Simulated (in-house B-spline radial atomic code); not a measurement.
Values are calculated unless marked as measured or tabulated.
Stopping and range of 120 keV Xe in Si

The pair potential comes from two frozen, spherical free-atom densities (PBE, B-spline radial code, scalar-relativistic past argon): electrostatics plus the change in Thomas-Fermi kinetic and Dirac exchange energy where they overlap, the recipe behind the universal ZBL potential, which averages such potentials (from solid-state densities) over many pairs. It is written V = (Z1 Z2 e²/r) φ(r/a), with e² = 14.3996 eV·Å and a = 0.46850 Å/(Z1^0.23 + Z2^0.23); ZBL's fit is φ = 0.18175 e^(−3.1998x) + 0.50986 e^(−0.94229x) + 0.28022 e^(−0.4029x) + 0.02817 e^(−0.20162x). Where φ falls below 4e-4 it is continued as an exponential.

The target is taken as amorphous, with density 2.329 g/cm³ (NSM archive of the Ioffe Institute); channelling is ignored. Masses: Xe 131.29, Si 28.09 u. Nuclear stopping is S_n = 4π a Z1 Z2 e² M1/(M1 + M2) × s_n(ε), with s_n integrated over impact parameters for each pair. Electronic stopping is Lindhard and Scharff's S_e = Z1^(1/6) 8π e² a0 Z1 Z2/(Z1^(2/3) + Z2^(2/3))^(3/2) × v/v0, with a0 = 0.529177 Å and v = v0 at 24.801 keV/u; it misses the oscillations with Z1 seen in experiment, which reach tens of per cent. Compounds add by atom fraction.

```tsv
target atom	a (Å)	ε at this energy	s_n, this pair	s_n, ZBL potential
Si	0.10800	0.2098	0.3547	0.3462
```

(1) What are the atom density and the stopping powers at entry?

Along the track:

```json
{"E (keV)": "6", "N S_n (eV/nm)": "1060", "N S_e (eV/nm)": "67"}
{"E (keV)": "18", "N S_n (eV/nm)": "1530", "N S_e (eV/nm)": "116"}
{"E (keV)": "36", "N S_n (eV/nm)": "1830", "N S_e (eV/nm)": "164"}
{"E (keV)": "60", "N S_n (eV/nm)": "2010", "N S_e (eV/nm)": "212"}
{"E (keV)": "90", "N S_n (eV/nm)": "2110", "N S_e (eV/nm)": "259"}
{"E (keV)": "120", "N S_n (eV/nm)": "2160", "N S_e (eV/nm)": "300"}
```

(2) Estimate the path length and the projected range.

Results:

(1) N = 2.329 × 0.602214/28.09 = 0.04993 atoms/Å³. For Si: S_n = 12170 × 0.3547 = 4317 eV·Å², S_e = 1.7316 × √120000 = 599.8 eV·Å². Averaged over the target's atoms and times N × 10 Å/nm, the ion loses N S_n = 2160 eV/nm to recoils and N S_e = 300 eV/nm to electrons; the nuclear share is 88 %.

(2) With continuous slowing down the path is the integral of dE/(N (S_n + S_e)). Trapezoids over the table give 55.8 nm, and the stretch below the first row, with stopping taken as √E, adds 2E/(N S) = 11 nm: 66.4 nm in all, against 65.2 nm on a fine grid from 5 eV. Deflections shorten the depth: to first order in the energy passed on, N (S_n + S_e) dR_p/dE = 1 − N S_n (M2/M1) R_p/(2E), summed over the target's atoms, and integrating this on the fine grid gives R_p = 56.5 nm, 0.87 of the path. Lindhard's rule of thumb R/(1 + M2/3M1), with mean M2/M1 = 0.21, gives 60.8 nm. On the ZBL potential the same equation gives 58.4 nm, and the full integral equation, which keeps hard collisions, 59.6 nm.
